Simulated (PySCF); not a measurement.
# Heteronuclear NMR

Structure with atom numbers: `[CH2:1]=[CH:2][O:3][CH2:4]/[C:5]([SiH3:6])=[CH:7]/[SiH3:8]`. Hydrogens are named by the atom that carries them. Ha(C1) is cis to O3; Hb(C1) is trans to O3.

Method: geometry from GFN2-xTB, PBE0/pcSseg-1 with gauge-including orbitals, in PySCF 2.14.0 with density-fitted response routines (one averaged value for each set of equivalent atoms, no solvent, single conformer, relativity neglected).

Question: Predict the ²⁹Si NMR data.

Answer: 
```csv
atoms,environment,σ (ppm),δ (ppm)
Si8,"silicon bonded to C, 3 H",434.4,-77.1
Si6,"silicon bonded to C, 3 H",435.9,-78.3
```

Shieldings were converted by a linear fit to measured shifts: ²⁹Si (scatter 8.9 ppm rms, 25.8 ppm with the 6 outliers that the fit left out vs TMS, solution or neat liquid). A few per cent of atoms miss by over 2 rms, more outside the fitted compound classes.

On a 500 MHz spectrometer ²⁹Si resonates near 99.3 MHz, so 1 ppm is 99.3 Hz.

Question: Where does ¹⁷O resonate?

Answer: 
```json
{"atoms": "O3", "environment": "ether oxygen", "σ (ppm)": "198.1", "δ (ppm)": "86.2"}
```

Shieldings were converted by a linear fit to measured shifts: ¹⁷O (scatter 10.7 ppm rms, 12.2 ppm with the 3 outliers that the fit left out vs liquid water, solution or neat liquid). A few per cent of atoms miss by over 2 rms, more outside the fitted compound classes.

On a 400 MHz spectrometer ¹⁷O resonates near 54.2 MHz, so 1 ppm is 54.2 Hz.
